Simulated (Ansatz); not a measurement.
Ideal-gas functions of C2H5BO, SMILES `BC(C)=O` at 600 K and 1 bar, from an Ansatz frequency run at PBE0-D4/def2-TZVP.

Molar mass 55.87 g/mol, point group Cs (symmetry number 1), electronic degeneracy 1, moments of inertia 26.143, 75.599, 94.226 u Å². Harmonic wavenumbers (cm⁻¹, unscaled): 128, 225, 314, 450, 725, 764, 819, 947, 1000, 1029, 1173, 1330, 1406, 1445, 1448, 1697, 2585, 2677, 3051, 3123, 3156.

Use S(trans) = R[1.5 ln M + 2.5 ln T − 1.1517]; rotational temperatures θ = 24.2544 K / I; S(rot) = R[ln(√π/σ · √(T³/θAθBθC)) + 1.5]; for each mode x = 1.438777 ν̃/T, S = R[x/(eˣ − 1) − ln(1 − e⁻ˣ)] and H = RT x/(eˣ − 1); 1 cm⁻¹ = 0.0119627 kJ/mol; R = 8.31446 J/(mol·K).

Problem. By hand: the entropy, in J/(mol·K).

Solution. Translation 173.6. Rotation: θ = 0.9278, 0.3208, 0.2574 K, giving 107.7. Vibration, mode by mode: 18.17, 13.54, 10.87, 8.07, 4.69, 4.35, 3.92, 3.08, 2.79, 2.64, 2.01, 1.49, 1.29, 1.19, 1.19, 0.73, 0.12, 0.10, 0.05, 0.04, 0.04, in all 80.4. Electronic 0.0. Sum 361.7 J/(mol·K).

Problem. By hand: H − E and G − E in kJ/mol, counted from the electronic energy.

Solution. Zero-point energy ½ × 29492 × 0.0119627 = 176.4; thermal vibration 26.8; translation, rotation and pV give 4 RT = 20.0. H − E = 223.2 kJ/mol, and G − E = 223.2 − 600 × 361.7/1000 = 6.2 kJ/mol.

Vibration gives 22 % of the entropy, 18.2 J/(mol·K) of it from the mode under 150 cm⁻¹: soft modes count most, and the harmonic formula is weakest for them.
